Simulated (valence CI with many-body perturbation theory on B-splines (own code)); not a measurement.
## Which ion has this spectrum?

A relativistic CI+MBPT calculation for an atom or ion with 5 electrons gives these levels (eV):

| J | Parity | E | g |
| --- | --- | --- | --- |
| 1/2 | odd | 0.0 | 0.62 |
| 1/2 | even | 252.6 | 2.04 |
| 3/2 | odd | 1211.6 | 1.30 |
| 3/2 | even | 1389.0 | 1.62 |
| 5/2 | even | 1428.7 | 1.31 |
| 1/2 | even | 1497.4 | 1.27 |
| 3/2 | even | 1499.4 | 0.97 |
| 3/2 | odd | 1762.2 | 1.32 |
| 5/2 | even | 2618.4 | 1.42 |
| 1/2 | even | 2722.2 | 1.92 |
| 3/2 | even | 2722.9 | 1.17 |
| 3/2 | odd | 2927.1 | 1.43 |
| 5/2 | odd | 2949.6 | 1.16 |
| 1/2 | odd | 3004.2 | 0.62 |

The energies are calculated, and their last digits are not significant.

Problem. Which is it?
A. Lu66+
B. Ta68+
C. Tm64+
D. W69+

Solution. A. Lu66+, ground level (2s^2 2p1/2) J=1/2.
